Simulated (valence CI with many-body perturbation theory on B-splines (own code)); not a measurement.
**Hf: E2, M1 decay**

Level of theory: relativistic CI+MBPT: four valence electrons over a frozen Dirac-Fock core [Xe] 4f14, radial functions for each j: 9 s, 9 p, 10 d, 8 f, 5 g, 3 h, 1 i, with the one-electron correlation potential Σ1 (screened to all orders), the two-electron term Σ2, the three-electron term Σ3, Breit, model QED; selected single and double excitations, second order for the rest, scaled by the run's own slope (own B-spline code, finite nucleus).

Set against measurement, 22 paired levels are off by 299 cm⁻¹ on average, the worst by 855. These come from a selection out of the NIST Handbook of Basic Atomic Spectroscopic Data. Levels without a partner in it may be off by more, other configurations by 1,000 to 4,000 cm⁻¹. Among the levels kept, up to 500 cm⁻¹ of a level comes from second order outside the variational space, and about a tenth of that is noise between levels of different J, which matters for small intervals.

Lines 1 to 25 of 25 in falling wavelength, among levels below 28603 cm⁻¹, chosen from the decays that carry over 1 % of a level's rate. Wavelengths and rates use the calculated energies, so an error of 300 cm⁻¹ moves a line at 30750 Å by 9.2 % and its rate by three times that or more. Electric multipoles are in the length gauge, E1 and E2 with the static RPA response of the core. S is in atomic units (e²a₀⁴ for E2 and M2, e²a₀⁶ for E3), for M1 in squared Bohr magnetons. Weak lines are less certain than strong ones. Lines between different terms over intervals too small for the method are left out, as are lines whose strength nearly cancels.

Names give the largest LS component (configuration and term), which can be under half, so a name can repeat, a term be missing and a line seem to break the LS rules; names also repeat where a configuration has a term twice.

```tsv
λ vac (Å)	λ from measured levels	Upper	Lower	Type	A (s⁻¹)	S (a.u.)
99680	95170	5d2 6s2 3P_1	5d2 6s2 3P_0	M1	1.76e-02	1.94e+00
92750		5d3 6s 5F_4	5d3 6s 5F_3	M1	6.87e-02	1.83e+01
88750		5d3 6s 5F_5	5d3 6s 5F_4	M1	4.52e-02	1.29e+01
45650	45230	5d2 6s2 3F_4	5d2 6s2 3F_3	M1	2.06e-01	6.53e+00
43380	42430	5d2 6s2 3F_3	5d2 6s2 3F_2	M1	2.91e-01	6.16e+00
41310	41470	5d2 6s2 3P_2	5d2 6s2 3P_1	M1	1.14e-01	1.49e+00
30750	29890	5d2 6s2 3P_2	5d2 6s2 1D_2	M1	3.64e-01	1.96e+00
29600	30470	5d2 6s2 1D_2	5d2 6s2 3F_3	M1	8.58e-02	4.13e-01
23760	23720	5d2 6s2 3P_1	5d2 6s2 3F_3	E2	4.94e-04	1.00e+01
18140	18110	5d2 6s2 3P_0	5d2 6s2 3F_2	E2	3.36e-03	5.90e+00
17600	17730	5d2 6s2 1D_2	5d2 6s2 3F_2	M1	2.85e-01	2.88e-01
16500		5d3 6s 5F_5	5d2 6s2 1G_4	M1	1.28e-03	2.34e-03
16320	16760	5d2 6s2 1G_4	5d2 6s2 3F_4	M1	2.62e-01	3.79e-01
15350	15210	5d2 6s2 3P_1	5d2 6s2 3F_2	M1	2.14e-02	8.61e-03
15350	15210	5d2 6s2 3P_1	5d2 6s2 3F_2	E2	1.42e-03	3.23e+00
15080	15090	5d2 6s2 3P_2	5d2 6s2 3F_3	M1	1.81e-01	1.15e-01
12020	12230	5d2 6s2 1G_4	5d2 6s2 3F_3	M1	4.04e-01	2.34e-01
11190	11130	5d2 6s2 3P_2	5d2 6s2 3F_2	M1	4.37e-02	1.13e-02
9411	9494	5d2 6s2 1G_4	5d2 6s2 3F_2	E2	1.53e-02	9.10e+00
8203		5d3 6s 5F_5	5d2 6s2 3F_4	E2	2.69e-02	9.81e+00
8203		5d3 6s 5F_5	5d2 6s2 3F_4	M1	4.67e-03	1.05e-03
7545		5d3 6s 5F_4	5d2 6s2 3F_3	E2	7.92e-03	1.56e+00
6954		5d3 6s 5F_5	5d2 6s2 3F_3	E2	1.42e-02	2.27e+00
6427		5d3 6s 5F_4	5d2 6s2 3F_2	E2	5.54e-03	4.88e-01
4816		5d3 6s 3G_5	5d2 6s2 3F_3	E2	4.89e+00	1.24e+02
```
